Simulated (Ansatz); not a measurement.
Harmonic frequencies (cm⁻¹) at PBE0-D4/def2-TZVP from Ansatz: 73, 102, 112, 217, 246, 273, 360, 423, 625, 682, 796, 1550, 2712, 3564, 3669.

Each molecule was computed in one conformer, which needn't be the lowest.

(1) Which molecule is it?
A. `C[S][InH2]`
B. `C#[C][In]([Cl])[Cl]`
C. `[NH2][In]([SH])[Br]`
D. `[SiH3][O][InH2]`

Answers

(1) C.
